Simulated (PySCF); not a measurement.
Two species compared at the same levels of theory.

First species: C5H13FOSi2.
Cartesian coordinates in Å at the GFN2-xTB level; atoms count from 1:
```xyz
22
C5H13FOSi2 angstrom
C      3.518    0.114    0.484
Si     1.913    0.604   -0.419
C      0.642   -0.742    0.073
C     -0.762   -0.190    0.322
Si    -2.013   -1.625    0.461
F     -1.435   -2.612    1.593
C     -1.133    0.800   -0.734
C     -2.512    1.403   -0.644
O     -0.365    1.102   -1.619
H      4.319    0.805    0.244
H      3.401    0.115    1.564
H      3.847   -0.879    0.194
H      2.202    0.621   -1.850
H      1.513    1.915    0.112
H      0.600   -1.473   -0.737
H      0.971   -1.279    0.962
H     -0.774    0.356    1.272
H     -2.061   -2.416   -0.757
H     -3.313   -1.223    0.979
H     -3.228    0.712   -1.087
H     -2.543    2.334   -1.205
H     -2.798    1.578    0.389
```

Second species: C6H12Si2.
Structure used (GFN2-xTB), in Å, numbered top down from 1:
```
atom  x, y, z in Å
C1     3.853    1.043   -0.162
C2     4.075   -0.124   -0.747
Si3    2.769   -1.457   -1.007
C4     1.179   -0.821   -0.306
C5     0.156   -0.367    0.157
Si6   -1.392    0.354    0.871
C7    -2.852   -0.109   -0.262
C8    -4.168    0.508    0.199
H9     2.877    1.305    0.215
H10    4.625    1.787   -0.032
H11    5.076   -0.336   -1.109
H12    2.595   -1.718   -2.444
H13    3.154   -2.686   -0.299
H14   -1.598   -0.197    2.217
H15   -1.241    1.815    0.931
H16   -2.646    0.213   -1.285
H17   -2.960   -1.195   -0.299
H18   -4.103    1.594    0.206
H19   -4.418    0.178    1.206
H20   -4.985    0.223   -0.463
```

Levels: PBE0/pcSseg-1 for dipole moment, HOMO energy, LUMO energy and HOMO–LUMO gap; GFN2-xTB for rotational constant A and rotational constant C. Geometries: GFN2-xTB. All species are isolated and taken at one optimised geometry, non-relativistic unless stated. Electronic properties by PySCF.

The conformers computed, where there is a choice (atom-mapped SMILES and torsion angles):
- `[CH3:1][SiH2:2][CH2:3][C@H:4]([SiH2:5][F:6])[C:7]([CH3:8])=[O:9]`: C1–Si2–C3–C4 141°, Si2–C3–C4–Si5 169°, C3–C4–Si5–F6 54°, C3–C4–C7–C8 178°
- `[CH2:1]=[CH:2][SiH2:3][C:4]#[C:5][SiH2:6][CH2:7][CH3:8]`: C1–C2–Si3–C4 0°, C5–Si6–C7–C8 -177°

Values for the first species:

- Dipole moment: 2.77 D
- HOMO energy: -7.63 eV
- LUMO energy: -0.89 eV
- HOMO–LUMO gap: 6.74 eV
- Rotational constant A: 1.411 GHz
- Rotational constant C: 0.515 GHz

Q: Estimate the same properties for the second species, and the change in each.

A: 
```tsv
property	first	second	second less first
dipole moment	2.77 D	0.58 D	-2.19 D
HOMO energy	-7.63 eV	-7.89 eV	-0.26 eV
LUMO energy	-0.89 eV	-0.44 eV	+0.45 eV
HOMO–LUMO gap	6.74 eV	7.45 eV	+0.71 eV
rotational constant A	1.411 GHz	3.677 GHz	+2.266 GHz
rotational constant C	0.515 GHz	0.404 GHz	-0.111 GHz
```

On the first: The dipole equals about 9.2 × 10⁻³⁰ C·m (1 D = 3.33564 × 10⁻³⁰ C·m).

On the second: The dipole equals about 1.9 × 10⁻³⁰ C·m (1 D = 3.33564 × 10⁻³⁰ C·m).
